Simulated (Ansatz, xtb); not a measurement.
**Ranking isomers of CH2GaSi**

4 gas-phase structures of CH2GaSi, found in a search over its isomers (lower ones may exist). Each was relaxed with GFN2-xTB:

A. a doublet given by its coordinates
B. `[SiH2]=[C][Ga]`, a doublet
C. `C=[Si][Ga]`, a doublet
D. a doublet given by its coordinates

D (Å):

```tsv
atom	x (Å)	y (Å)	z (Å)
C	-1.1602	1.2447	1.0047
Ga	-0.7008	-0.5625	2.2306
Si	-2.5489	0.1328	0.4002
H	-1.4064	2.2950	1.1948
H	-0.3430	1.2240	0.2625
```

Close contacts (Å): C1–Ga2 2.23, C1–Si3 1.88, Ga2–Si3 2.69, C1–H4 1.10, C1–H5 1.10.

A (Å):

```yaml
atoms:
  - { symbol: C, position_ang: [-0.7998, 0.3339, 0.8149] }
  - { symbol: Ga, position_ang: [-0.4822, -0.5495, 2.6973] }
  - { symbol: Si, position_ang: [-2.0664, 1.5302, 1.2991] }
  - { symbol: H, position_ang: [-2.7821, 2.2217, 0.1800] }
  - { symbol: H, position_ang: [-0.0441, 0.7630, 0.1423] }
```

Close contacts (Å): C1–Ga2 2.10, C1–Si3 1.81, Ga2–Si3 2.96, C1–H5 1.10, Si3–H4 1.50.

Question: Estimate their order in r2SCAN-D4/def2-SVP//GFN2-xTB energy at these geometries, lowest first.

Answer: Calculated order at r2SCAN-D4/def2-SVP//GFN2-xTB: C (0.0), D (18.4), A (85.5), B (108.5) kJ/mol.

Energies above the lowest of each column, in kJ/mol:

```
structure  GFN2-xTB  HF/STO-3G  r2SCAN-D4/def2-SVP//GFN2-xTB
        C      29.7       39.4                           0.0
        D       0.0        0.0                          18.4
        A      74.6      129.3                          85.5
        B      90.3      122.2                         108.5
```

r2SCAN-D4/def2-SVP//GFN2-xTB puts C lowest; GFN2-xTB picks D, HF/STO-3G picks D. Some further structures that were screened fall inside this span and aren't listed. Frequencies (r2SCAN-D4/def2-SVP) were run for D alone. Open shells are spin-unrestricted, some with notable spin contamination.

Over these structures GFN2-xTB departs from r2SCAN-D4/def2-SVP//GFN2-xTB by 17.1 kJ/mol on average once a common shift is removed. A GFN2-xTB relaxation took about 0.069 s and the r2SCAN-D4/def2-SVP//GFN2-xTB energy about 5.6 s on a shared host (Ansatz 0.2.0, xtb 6.7.1).
